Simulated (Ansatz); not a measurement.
`C[O][In]([CH3])[Cl]` + `[SiH3]P` → `C[O][InH][CH3]` + `P[SiH2]Cl`  (redistribution)

Gas-phase electronic energies from Ansatz, PBE0-D4/def2-TZVP geometries. CBS: MP2 limit from def2 TZ/QZ plus the TZ coupled-cluster correction, frozen cores. This one scheme is used for every species. DFT in def2-TZVPP. B3LYP here is the variant with VWN-RPA as its local correlation; programs differ in this. Elements past krypton have def2 core potentials. For In outer-core shells are correlated without core-valence functions, which leaves a few kJ/mol of doubt a bond. Each species was taken in one conformer, which may not be the lowest.

(1) Is it downhill or uphill in electronic energy at CCSD(T)/CBS, and by how much? (Best estimate.)

(2) What do these levels give: PBE0-D4, B3LYP-D4, ωB97X-V, B2PLYP, PBE, r2SCAN, PBE0, HF/def2-TZVPP, MP2/def2-TZVPP, SCS-MP2/def2-TZVPP, CCSD(T)/def2-TZVPP, HF/def2-QZVPP? (An estimate is asked.)

Largest T1 diagnostic among the species: 0.015.

## Answers

(1) The calculation gave: Uphill: ΔE = +40.3 kJ/mol.

(2) Computed: PBE0-D4 35.9, B3LYP-D4 38.4, ωB97X-V 37.5, B2PLYP 41.0, PBE 36.2, r2SCAN 37.1, PBE0 37.1, HF/def2-TZVPP 50.1, MP2/def2-TZVPP 38.6, SCS-MP2/def2-TZVPP 40.4, CCSD(T)/def2-TZVPP 39.5, HF/def2-QZVPP 49.7 kJ/mol.

In def2-TZVPP, CCSD(T) changes the Hartree–Fock value by −10.5 kJ/mol (the triples alone add −0.2 kJ/mol) and MP2 by −11.4 kJ/mol.
